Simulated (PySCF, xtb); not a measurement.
Sn(H)2(Br)(NH2) (BrH4NSn), SMILES [Br][SnH2][NH2].

xtb with GFN2-xTB at its own geometry gives an orbital gap of 4.09 eV and a dipole moment of 5.43 D.

Geometry optimised at B3LYP-D3(BJ)/def2-SVP. The structure was generated by enumeration; whether it is a known compound was not checked. The def2 effective core potentials stand for the cores of Sn; spin–orbit coupling is left out. Other conformers were not sampled.

### Question
What does PySCF with PBE/def2-TZVPD give? (An estimate is asked for; the answer gives what the named calculation found.)

### Answer
gap 4.23 eV (levels -6.22 and -1.99 eV), dipole 3.33 D.
